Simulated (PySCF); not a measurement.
Ionisation energy of Ga(17+) by level of theory

Ga(17+) [Ne] 3s2 3p2 (3P) → Ga(18+) [Ne] 3s2 3p1 (2P), as a difference of total energies. All numbers are calculated (PySCF 2.14, scalar relativity by spin-free X2C-1e, in an even-tempered Gaussian basis (18 s from 1.4 bohr⁻², ratio 2.5; 12 p from 1.8 bohr⁻², ratio 2.5; 5 d from 8.7 bohr⁻², ratio 2.7; 4 f from 13 bohr⁻², ratio 2.7)). Correlated levels: outer shells: 1s2 frozen; virtual orbitals above 40 to 60 times the deepest correlated orbital energy dropped. The calculations carry no spin-orbit coupling.

| method | ionisation energy (eV) |
| --- | --- |
| UHF | 636.61 |
| MP2 (outer shells) | 637.17 |
| SCS-MP2 (outer shells) | 637.00 |
| CCSD (outer shells) | 637.08 |
| CCSD(T) (outer shells) | 637.08 |

Task: How much does correlation contribute at CCSD(T) (outer shells)?

Result: 637.08 − (636.61) = 0.47 eV, measured against UHF.

Spin-orbit coupling is strong in these open shells (close to jj coupling). The scalar numbers leave it out and a first-order estimate fails, so it can dominate the gap to the real levels.

Breit and QED terms and the two-electron picture change are absent.

For comparison: 640 ± 1.5 eV (semi-empirical (NIST evaluation); NIST Atomic Spectra Database, ionization energies).
